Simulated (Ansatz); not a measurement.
Program: Ansatz. Geometries: PBE0-D4/def2-TZVP. ΔE: electronic, gas phase. CCSD(T)/CBS is the MP2 limit (def2-TZVPP, def2-QZVPP) plus CCSD(T) − MP2 in def2-TZVPP, frozen cores. This one scheme is used for every species. DFT in def2-TZVPP. B3LYP here is the variant with VWN-RPA as its local correlation; programs differ in this. HSE06 is defined as in plane-wave codes. Each species was taken in one conformer, which may not be the lowest.

`N[Si](N)(F)Cl` + H–F → `N[Si](F)(F)Cl` + NH₃  (ligand exchange at the Si–N bond)

| level | ΔE (kJ/mol) | difference from CCSD(T)/CBS |
| --- | --- | --- |
| LDA (SPW92) | -65.2 | 6.0 |
| PBE-D4 | -69.0 | 2.2 |
| revPBE-D4 | -65.2 | 6.0 |
| r2SCAN-D4 | -77.6 | -6.4 |
| B97M-V | -83.2 | -12.0 |
| PBE0-D4 | -68.3 | 2.9 |
| B3LYP-D4 | -73.6 | -2.4 |
| r2SCANh-D4 | -76.4 | -5.2 |
| r2SCAN0-D4 | -74.8 | -3.6 |
| BHLYP-D4 | -75.5 | -4.3 |
| CAM-B3LYP-D4 | -75.5 | -4.3 |
| ωB97X-V | -74.1 | -2.9 |
| ωB97M-V | -73.5 | -2.3 |
| B2PLYP | -77.8 | -6.6 |
| PBE-QIDH | -70.9 | 0.3 |
| PBE | -73.2 | -2.0 |
| revPBE | -75.9 | -4.7 |
| BLYP | -82.4 | -11.2 |
| PBE0 | -72.0 | -0.8 |
| B3LYP | -80.4 | -9.2 |
| r2SCANh | -77.6 | -6.4 |
| r2SCAN0 | -76.1 | -4.9 |
| HSE06 | -71.7 | -0.5 |
| BHLYP | -80.8 | -9.6 |
| CAM-B3LYP | -79.2 | -8.0 |
| LC-ωPBE | -71.7 | -0.5 |
| RPA@PBE/def2-TZVPP | -75.5 | -4.3 |
| HF/def2-SVP | -72.2 | -1.0 |
| MP2/def2-SVP | -69.1 | 2.1 |
| CCSD/def2-SVP | -71.2 | 0.0 |
| CCSD(T)/def2-SVP | -70.9 | 0.3 |
| HF/def2-TZVPP | -85.8 | -14.6 |
| MP2/def2-TZVPP | -70.3 | 0.9 |
| SCS-MP2/def2-TZVPP | -74.6 | -3.4 |
| CCSD/def2-TZVPP | -74.9 | -3.7 |
| HF/def2-QZVPP | -87.7 | -16.5 |
| MP2/def2-QZVPP | -69.7 | 1.5 |
| SCS-MP2/def2-QZVPP | -74.0 | -2.8 |
| HF/CBS(def2) | -87.9 | -16.7 |
| CCSD/CBS(def2) | -72.8 | -1.6 |
| CCSD(T)/CBS | -71.2 | 0 |

Largest T1 diagnostic among the species: 0.010.

The D4 term adds +6.7 kJ/mol with B3LYP and +3.6 kJ/mol with PBE0; it sums over pairs of atoms, weighted by their polarisabilities, and B3LYP, whose exchange is more repulsive, gets the larger term. Leaving LDA and LC-ωPBE aside and taking each functional with its dispersion term where it has one, the values spread over 18.0 kJ/mol, from B97M-V to revPBE-D4. LDA lies +8.0 kJ/mol from PBE without D4.
